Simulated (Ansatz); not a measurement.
Isomers of Sn2O6H4 (singlet), relaxed with r2SCAN-D4/def2-SVP; total energies from Ansatz at r2SCAN0-D4/def2-TZVP.

```json
{"isomer": "A", "description": "point group not assigned; 6 × O–Sn 1.99 to 2.39 Å; 2 × O–O 1.46 to 1.47 Å; 4 × H–O 0.97 to 1.01 Å", "energy (Eh)": "-882.33023"}
{"isomer": "B", "description": "point group not assigned; 5 × O–Sn 1.98 to 2.38 Å; 2 × O–O 1.39 to 1.48 Å; 4 × H–O 0.97 to 1.01 Å", "energy (Eh)": "-882.31220"}
{"isomer": "C", "description": "point group not assigned; 7 × O–Sn 1.84 to 2.19 Å; 1 × O–O 1.45 Å; 3 × H–O 0.97 Å; 1 × H–Sn 1.69 Å", "energy (Eh)": "-882.26571"}
```

In the def2 sets Sn takes a core potential; there is no spin–orbit coupling.

The isomers come from a short search, and lower ones may exist.

**Question.** Work out the relative energies (1 Eh = 2625.5 kJ/mol) and the Boltzmann populations at 800 K from electronic energies alone (R = 8.314 J/mol/K).

**Answer.** ΔE: A 0.0, B 47.3, C 169.4 kJ/mol. RT = 6.65 kJ/mol. Factors exp(−ΔE/RT): A 1, B 0.000815, C 8.65e-12; sum 1.001. Populations: A 99.9 %, B 0.1 %, C 0.0 %. Zero-point energy, vibrational entropy and symmetry numbers are left out and can shift these; an error of 4 kJ/mol changes a ratio by a factor of 1.8. Over the other density-functional and correlated levels in def2 sets, the gap between A and B ranges from 40 to 48 kJ/mol.
